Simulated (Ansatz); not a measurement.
The cluster Ag₂Sn, relaxed as a singlet with RKS B3LYP-D4/def2-TZVP in Ansatz, starting from the GFN1-xTB geometry. Force threshold 0.02 eV/Å.

In the def2 sets Ag, Sn take a core potential; there is no spin–orbit coupling. The relaxation made no stability test and no search for a lower SCF solution. The structure comes from a short search, and lower isomers may exist.

Start:

```csv
atom,x (Å),y (Å),z (Å)
Ag1,0.937,1.194,0.387
Ag2,-1.539,0.136,-0.261
Sn3,0.602,-1.330,-0.126
```

Q: Estimate the energy that the relaxation releases and the steps that it takes.

A: 0.11 eV, in 5 steps; 8 s on 4 threads of Arm Neoverse V2 on a shared host. No frequencies were taken in this run, so the end may be a saddle point.

Q: Does the start keep its bonding and symmetry?

A: By distances, no bond broke or formed. The bond that changes most is Ag1–Ag2, from 2.77 to 3.18 Å (atoms count from 1). The end is the same structure that another start reached. Point group C2v at the start, C2v at the end, both within 0.05 Å.

Q: Predict the relaxed structure.

A: 
```xyz
3

Ag    1.129    1.255    0.434
Ag   -1.714    0.040   -0.311
Sn    0.586   -1.295   -0.123
```
Bond lengths (bridged metal pairs left out): 2 × Ag–Sn 2.67 Å; 1 × Ag–Ag 3.18 Å.
